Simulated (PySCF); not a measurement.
**How methods differ on the ionisation energy of S⁺**

S⁺ [Ne] 3s2 3p3 (4S) → S²⁺ [Ne] 3s2 3p2 (3P), as a difference of total energies. Computed with PySCF 2.14 in aug-cc-pwCVDZ (6s5p3d, 36 functions), with no relativity, point nucleus. Correlated levels: valence and next inner shell: 1s2 frozen. The calculations carry no spin-orbit coupling.

```csv
method,ionisation energy (eV)
UHF,22.726
MP2 (valence and next inner shell),23.204
SCS-MP2 (valence and next inner shell),23.037
CCSD (valence and next inner shell),23.114
CCSD(T) (valence and next inner shell),23.122
```

How much does correlation contribute at CCSD(T) (valence and next inner shell)?

23.122 − (22.726) = 0.396 eV, measured against UHF.

A first-order spin-orbit estimate (lowest level to lowest level, LS coupling) adds -0.061 eV.

Errors of the correlated levels include the incompleteness of this basis and the frozen core.

For comparison: 23.338 eV (measured; NIST Atomic Spectra Database, ionization energies).
